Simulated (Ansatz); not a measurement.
Consider the formal exchange of groups at the Si–F bond: `OCN[SiH2]F` + CH₄ → `C[SiH2]NCO` + H–F.

Calculated with Ansatz (gas phase, PBE0-D4/def2-TZVP geometries, no zero-point term in ΔE). CCSD(T)/CBS is the MP2 limit (def2-TZVPP, def2-QZVPP) plus CCSD(T) − MP2 in def2-TZVPP, frozen cores. This one scheme is used for every species. DFT in def2-TZVPP. B3LYP here is the variant with VWN-RPA as its local correlation; programs differ in this. One conformer a species, not always the lowest.

Q: Is it downhill or uphill in electronic energy at CCSD(T)/CBS, and by how much? (An estimate is asked.)

A: The calculation gave: Uphill: ΔE = +158.8 kJ/mol.

Q: What do these levels give: r2SCAN-D4, PBE0-D4, ωB97X-V, ωB97M-V, B2PLYP, PBE, r2SCAN, PBE0, B3LYP, HF/def2-QZVPP, SCS-MP2/def2-QZVPP, MP2/CBS(def2)? (An estimate is asked.)

A: The calculation gave: r2SCAN-D4 164.7, PBE0-D4 152.5, ωB97X-V 163.1, ωB97M-V 162.5, B2PLYP 169.2, PBE 155.6, r2SCAN 165.9, PBE0 155.9, B3LYP 171.5, HF/def2-QZVPP 183.5, SCS-MP2/def2-QZVPP 165.2, MP2/CBS(def2) 158.8 kJ/mol.

Largest T1 diagnostic among the species: 0.011.

In def2-TZVPP, CCSD(T) changes the Hartree–Fock value by −22.1 kJ/mol (the triples alone add −2.5 kJ/mol) and MP2 by −22.1 kJ/mol. The D4 term adds −5.9 kJ/mol with B3LYP and −3.4 kJ/mol with PBE0; it sums over pairs of atoms, weighted by their polarisabilities, and B3LYP, whose exchange is more repulsive, gets the larger term.
